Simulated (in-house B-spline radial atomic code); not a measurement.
As2+ is squeezed into an impenetrable sphere of radius R (the orbitals vanish at R). No spin polarisation. Caution: exact exchange at fractional occupations of open shells leaves self-interaction of up to several eV. Computed with an all-electron radial atomic-structure program (B-spline basis): non-relativistic B3LYP, spherical fractional occupations, point nucleus.

Energies in eV above the free ion in [Ar] 3d10 4s2 4p1:

```tsv
R (bohr)	highest level (eV)	[Ar] 3d10 4s2 4p1	[Ar] 3d10 4s1 4p1 4d1	[Ar] 3d10 4s2 4f1	-dE/dV in [Ar] 3d10 4s2 4p1 (GPa)
9.52	-22.2	2.156e-05	24.78	19.78	4.56e-05
6.85	-22.2	0.006877	25.01	21.53	0.0264
4.71	-21.5	0.5421	27.62	28.14	4.18
4.16	-20.5	1.607	30.44	32.62	15.7
3.84	-19.4	3.01	33.41	36.63	34.4
2.94	-10.7	17.62	56.36	61.91	349
2.54	-0.156	39.75	85.29	90.33	1110
2.34	8.88	60.78	110.7	114.5	2070
1.78	68	225.4	290.5	280.2	15800
1.54	130	432.1	501.5	474.5	45200
```

**Question.** Does [Ar] 3d10 4s1 4p1 4d1 fall below [Ar] 3d10 4s2 4p1 under compression?

**Answer.** No, it stays above over the whole range.

**Question.** Does [Ar] 3d10 4s2 4f1 fall below [Ar] 3d10 4s2 4p1 under compression?

**Answer.** No, it stays above over the whole range.

The highest level is first positive in the row R = 2.34 bohr, pushed up by confinement above the zero of the free ion's potential. Each configuration is held fixed and needn't be the lowest in the sphere.
